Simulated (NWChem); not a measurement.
System: CH₂BrF; SMILES FCBr

```xyz
5

F      0.4033     1.9754     0.0000
C     -0.6197     1.0867     0.0000
Br     0.0719    -0.7624     0.0000
H     -1.2141     1.1932     0.9076
H     -1.2141     1.1932    -0.9076
```
Atoms are numbered in this order, from 1.

Program: NWChem. Pople sets run with spherical d functions. Geometry: optimised at B3LYP/6-31G* (spherical d).

**Question.** Predict the results for PBE/6-311G**. Quantities: highest occupied level (eV); orbital gap (eV); dipole (D).

**Answer.** 
- highest occupied level (eV): -6.87
- orbital gap (eV): 5.43
- dipole (D): 1.84
